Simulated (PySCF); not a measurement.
Two-component Hartree-Fock for V²⁺ (vanadium, charge +2)

Start: [Ar] 3d2 4p1; 3d5/2 filled at m_j = +3/2, +5/2; 4p3/2 filled at m_j = +3/2. Calculated with PySCF 2.14 in x2c-TZVPall-2c with one added diffuse shell each of s, p, d type (7s8p5d1f, 63 functions): generalised Hartree-Fock with the X2C-1e Hamiltonian and a Gaussian nucleus; one run each with spin-orbit coupling (SO) switched off, then screened by Boettger's factors. This is a chosen level, not necessarily the ground level.

| spinor shell | electrons | ε, spin-free (eV) | ε, screened SO (eV) | weight of nominal j (screened SO) | rms radius, screened SO (bohr) |
| --- | --- | --- | --- | --- | --- |
| 1s1/2 | 2 | -5545.5 | -5545.5 | 1.000 | 0.0768 |
| 2s1/2 | 2 | -683.24 | -683.26 | 1.000 | 0.332 |
| 2p1/2 | 2 | -571.76 | -576.45 | 0.995 | 0.301 |
| 2p3/2 | 4 | -571.76 | -569.51 | 0.997 | 0.304 |
| 3s1/2 | 2 | -112.24 | -112.26 | 1.000 | 1.01 |
| 3p3/2 | 4 | -79.223 | -79.931 | 0.856 | 1.08 |
| 3p1/2 | 2 | -79.223 | -77.878 | 0.713 | 1.08 |
| 3d5/2 | 2 | -37.877 | -37.870 | 0.896 | 1.32 |
| 4p3/2 | 1 | -18.185 | -18.158 | 1.000 | 3.39 |

| quantity | spin-free | screened SO |
| --- | --- | --- |
| E (hartree) | -947.04265 | -947.04885 |
| M_J | 11/2 | 11/2 |
| ⟨J²⟩ | 35.755 | 35.755 |
| ⟨L²⟩ | 20.004 | 20.006 |
| ⟨S²⟩ | 3.751 | 3.751 |

Each row is a mean over spinors that exchange with the open shell spreads, by up to 9.227 eV (3p3/2).

Rows whose weight is well below 1 are mixtures of j = l ± 1/2: exchange outweighs spin-orbit coupling there, and the label is only the starting occupation.

Without spin-orbit coupling the j labels of p, d and f shells carry no meaning; the spin-free column gives the mean over the occupied spinors of each nl shell.
